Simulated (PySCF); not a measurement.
**Potential energy of CsNa along the bond**

Set-up: basis Cs x2c-TZVPall, Na x2c-TZVPall; spin-free X2C with a Gaussian nucleus; PySCF 2.14. Energies in eV from Cs + Na in their ground configurations at the same level. State: ¹Σ⁺ (singlet), closed shell.

All columns are PBE0. A positive dipole means Cs(−)Na(+).

```csv
R (Å),E (eV),μ (D),Mulliken charge on Cs (basis-dependent),HOMO (eV),LUMO (eV),Mayer bond order,⟨S²⟩
3.354,-0.452,-4.40,0.23,-3.08,-1.10,0.99,0.00
3.510,-0.525,-4.53,0.23,-3.04,-1.12,0.98,0.00
3.666,-0.569,-4.67,0.22,-3.01,-1.15,0.97,0.00
3.783,-0.585,-4.78,0.22,-2.99,-1.17,0.97,0.00
3.900,-0.590,-4.90,0.22,-2.97,-1.20,0.97,0.00
4.017,-0.586,-5.01,0.21,-2.94,-1.23,0.96,0.00
4.173,-0.568,-5.16,0.21,-2.92,-1.27,0.96,0.00
4.368,-0.530,-5.35,0.21,-2.88,-1.32,0.96,0.00
4.602,-0.471,-5.56,0.20,-2.85,-1.38,0.96,0.00
4.914,-0.376,-5.83,0.20,-2.81,-1.46,0.97,0.00
```

A fit through these points gives, at Re = 3.900 Å, μ = -4.90 D and dμ/dR = -0.969 D/Å; the reduced mass is 19.6 u.

Question: How strong is the fundamental in the double-harmonic approximation, I = 42.26·(dμ/dR)²/μred km/mol?

Answer: I = 42.26·(-0.969)²/19.6 = 2.02 km/mol at PBE0.

Closed-shell solutions of metal pairs were not tested for spin polarisation, which can lower them a little. Spin–orbit coupling is left out.
